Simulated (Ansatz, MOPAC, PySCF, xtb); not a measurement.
Torsion H4–O1–B2–O3 in BH3O2 (SMILES OBO); at each angle all else is relaxed with GFN2-xTB, and the levels are single points there.
Geometry at 0° (charge 0, multiplicity 1):
```xyz
6

O     -1.251    -0.271    -0.395
B     -0.203     0.551    -0.253
O      0.346     0.711     0.977
H     -1.531    -0.689     0.421
H      0.189     1.096    -1.218
H      1.091     1.303     1.044
```

| level | energy at 270° less that at 0° (kcal/mol) | minus CCSD(T)/CBS(cc-pVTZ, cc-pVQZ) | cost |
|---|---|---|---|
| GFN-FF | 8.65 | -2.10 | - |
| AM1 | 16.39 | 5.64 | - |
| PM3 | 13.86 | 3.11 | - |
| PM6 | 10.00 | -0.75 | - |
| PM7 | 9.75 | -1.00 | - |
| GFN1-xTB | 11.24 | 0.49 | - |
| GFN2-xTB | 12.74 | 1.99 | - |
| HF/STO-3G | 16.78 | 6.03 | - |
| HF/3-21G | 10.62 | -0.13 | - |
| HF/6-31G* | 11.43 | 0.68 | - |
| HF/cc-pVDZ | 11.13 | 0.38 | - |
| HF/cc-pVTZ | 10.21 | -0.55 | - |
| SVWN5/def2-TZVPP | 10.58 | -0.17 | ×0.6 |
| PBE-D4/def2-TZVPP | 10.52 | -0.23 | ×1 |
| BLYP/def2-TZVPP | 10.30 | -0.45 | ×1 |
| BLYP-D3(BJ)/def2-TZVPP | 10.35 | -0.40 | ×1 |
| BLYP-D4/def2-TZVPP | 10.33 | -0.43 | ×1 |
| BP86/6-31G* | 11.68 | 0.93 | - |
| r2SCAN/def2-TZVPP | 10.63 | -0.12 | ×1 |
| r2SCAN-D3(BJ)/def2-TZVPP | 10.63 | -0.12 | ×1 |
| B3LYP/3-21G | 11.10 | 0.35 | - |
| B3LYP/6-31G* | 11.60 | 0.85 | - |
| B3LYP/6-311+G** | 10.77 | 0.02 | - |
| B3LYP/def2-TZVPP | 10.36 | -0.39 | ×1 |
| B3LYP-D4/def2-TZVPP | 10.37 | -0.38 | ×1 |
| PBE0/def2-TZVPP | 10.53 | -0.22 | ×1 |
| PBE0-D3(BJ)/def2-TZVPP | 10.54 | -0.21 | ×1 |
| PBE0-D4/def2-TZVPP | 10.53 | -0.22 | ×1 |
| M06-2X/6-31G* | 11.64 | 0.89 | - |
| M06-2X/def2-TZVPP | 10.37 | -0.38 | - |
| wB97X-V/def2-TZVPP | 10.50 | -0.25 | ×3 |
| wB97M-V/def2-TZVPP | 10.50 | -0.25 | ×3 |
| MP2/CBS(cc-pVTZ, cc-pVQZ) | 10.71 | -0.04 | - |
| SCS-MP2/cc-pVDZ | 12.06 | 1.31 | - |
| SCS-MP2/cc-pVTZ | 10.91 | 0.16 | - |
| SCS-MP2/cc-pVQZ | 10.78 | 0.03 | - |
| CCSD/cc-pVDZ | 12.01 | 1.26 | - |
| CCSD/cc-pVTZ | 10.85 | 0.10 | - |
| CCSD(T)/cc-pVTZ | 10.92 | 0.17 | ×10 |
| CCSD(T)/CBS(cc-pVTZ, cc-pVQZ) | 10.75 | 0.00 | ×600* |

 The comparison column counts from a level with limits of its own.

The rows run from 8.65 (GFN-FF) to 16.78 kcal/mol (HF/STO-3G). In cc-pVTZ the value moves HF 10.21, CCSD 10.85, CCSD(T) 10.92, a shift of 0.71 from HF to CCSD(T). The dispersion term adds 0.05 in BLYP-D3(BJ), 0.02 in BLYP-D4, 0.00 in r2SCAN-D3(BJ). The 8 functionals in def2-TZVPP without D3 or D4 span 0.32, from BLYP to r2SCAN.

On the grid 0° to 330°, 270° is the highest and 0° the lowest point at CCSD(T)/CBS(cc-pVTZ, cc-pVQZ).

Cores are frozen in the correlated methods. CBS(a, b) extrapolates the correlation energy as X⁻³ and adds the Hartree–Fock energy of set b. Rows in 3-21G, 6-311+G**, 6-31G*, STO-3G carry no dispersion term and start afresh at each structure (6-31G* with six Cartesian d functions). The state that AM1, PM3, PM6, PM7 reach isn't checked; PM7 holds dispersion and hydrogen-bond terms.

Programs: Ansatz (a first-principles code); MOPAC for AM1, PM3, PM6, PM7 (differences of heats of formation); PySCF for 3-21G rows, 6-311+G** rows, 6-31G* rows, M06-2X, STO-3G rows, the dispersion terms; xtb for the GFN methods. 

Costs are rough ratios of core time to PBE/def2-TZVPP (about 1.5 s over the structures, on one shared machine); a dash marks a level with no comparable run of its own. A star marks coupled-cluster runs past 200 virtual orbitals, where the program's memory plan changes under this machine's limit, so their costs aren't comparable with smaller runs.
